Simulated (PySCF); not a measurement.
Kr: excitation energy

Kr [Kr] (1S) → Kr [Ar] 3d10 4s2 4p5 5s1 (3P), as a difference of total energies. Computed with PySCF 2.14 in aug-cc-pV5Z-PP with ECP10MDF (8s7p6d4f3g2h, 136 functions), with scalar relativity through the core potential. Correlated levels: valence: 3s2 3p6 3d10 frozen. The calculations carry no spin-orbit coupling.

```tsv
method	excitation energy (eV)
UHF	9.549
LDA	10.084
PBE	9.927
PBE0	10.069
r2SCAN	10.263
BHandHLYP	10.119
B97-3	10.269
B3LYP	10.031
MP2 (valence)	10.296
SCS-MP2 (valence)	10.332
```

How much does correlation contribute at MP2 (valence)?

10.296 − (9.549) = 0.747 eV, measured against UHF.

The promoted electron is Rydberg-like, and one or two diffuse shells describe it only roughly, which tends to raise the upper state.
